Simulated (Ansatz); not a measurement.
`[GeH3][SiH2][SiH2][SiH2][GeH3]` + `[SiH3][SiH2][SiH2][GeH3]` → `[SiH3][SiH2][GeH3]` + `[SiH3][SiH2][SiH2][GeH2][SiH2][GeH3]`  (redistribution)

Computed with Ansatz on PBE0-D4/def2-TZVP structures; ΔE is electronic, products minus reactants. CCSD(T)/CBS adds triple-zeta CCSD(T) − MP2 to the extrapolated MP2 energy (def2 sets, frozen cores). DFT in def2-TZVPP. HSE06 is defined as in plane-wave codes. For Ge outer-core shells are correlated without core-valence functions, which leaves a few kJ/mol of doubt a bond. Scalar relativity is left out up to krypton. One conformer a species, not always the lowest.

Q: Is it downhill or uphill in electronic energy at CCSD(T)/CBS, and by how much? (Best estimate.)

A: Computed: Downhill: ΔE = -15.7 kJ/mol.

Q: What do these levels give: revPBE-D4, PBE0-D4, r2SCAN0-D4, BHLYP-D4, CAM-B3LYP-D4, BLYP, r2SCAN, r2SCAN0, HSE06, CCSD/def2-SVP, HF/def2-QZVPP, SCS-MP2/def2-QZVPP? (Best estimate.)

A: Ansatz gave: revPBE-D4 -10.1, PBE0-D4 -11.9, r2SCAN0-D4 -13.5, BHLYP-D4 -16.6, CAM-B3LYP-D4 -15.2, BLYP -12.5, r2SCAN -11.5, r2SCAN0 -12.3, HSE06 -10.1, CCSD/def2-SVP -12.4, HF/def2-QZVPP -12.8, SCS-MP2/def2-QZVPP -16.9 kJ/mol.

Largest T1 diagnostic among the species: 0.013.

Leaving LDA and LC-ωPBE aside and taking each functional with its dispersion term where it has one, the values, not all of them listed here, spread over 10.9 kJ/mol, from BHLYP-D4 to B97M-V. At CCSD(T), def2-SVP lies +3.3 kJ/mol from the extrapolated value and def2-TZVPP +0.3 kJ/mol.
